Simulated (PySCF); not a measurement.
## Unknown compound

An unknown has the formula C$_{5}$H$_{14}$OSi$_{2}$. Its calculated NMR data are:

¹H NMR (300 MHz, computed): δ 6.91 (s, 1H), 5.03 (s, 3H), 4.13 (s, 3H), 2.25 (sept, 1H), 1.11 (d, 6H).

¹³C{¹H} NMR (computed): δ 152.6 (CH), 128.9 (C), 36.0 (CH), 25.6 (CH3, 2C).

Computed data (PySCF 2.14.0 with density-fitted response routines): shieldings: GIAO PBE0/pcSseg-1, GFN2-xTB geometry. A single conformation, non-relativistic, gas phase, averaged over atoms made equivalent by symmetry, fast rotation or ring inversion.

Shifts are taken against calculated references (same method and geometry level): ¹H and ¹³C vs TMS.

Q: Choose the structure that fits.
A. [SiH3]C[SiH]1CCOCC1
B. CC(C)/C([SiH3])=C/O[SiH3]
C. CC(C)OC1[SiH2]C[SiH2]1
D. C/C=C/C[SiH2]OC[SiH3]

A: B. 

The formula gives 1 degree of unsaturation (no ring in the answer). 4 carbon signals for 5 carbons: some carbons are equivalent by symmetry or fast rotation. Carbon types of the structure: 1 × C, 2 × CH, 2 × CH3, leaving 6 H on heteroatoms. δC 152.6: alkene carbon bearing oxygen; an sp2 carbon further deshielded by the attached heteroatom. δC 128.9: β carbon of an enol-ether or enamine type C=C. δC 25.6: methyl carbon; saturated and bonded to C and H only. δH 6.91: hydrogen on an alkene carbon bearing oxygen; a vinylic proton, deshielded by the sp2 carbon and the C=C anisotropy. δH 2.25: hydrogen on an allylic sp3 CH; allylic position.

The others: CC(C)OC1[SiH2]C[SiH2]1 would give 7 signals for carbon-bound and other non-exchanging H, not 5; [SiH3]C[SiH]1CCOCC1 would give 3 carbon signals, not 4; C/C=C/C[SiH2]OC[SiH3] would give 5 carbon signals, not 4.

Shifts are as computed. Against solution values, carbons near 30 ppm lie about +3 ppm off and those near 130 ppm about +5 ppm. Of 1211 compounds with measured shifts, 218 miss one by over three times the rms of a fit or turn the order of signals round; such compounds aren't used in these exercises. Multiplicities follow the n + 1 count of equivalent neighbours, as no J values were calculated; m marks all less simple cases, F and P coupling included.
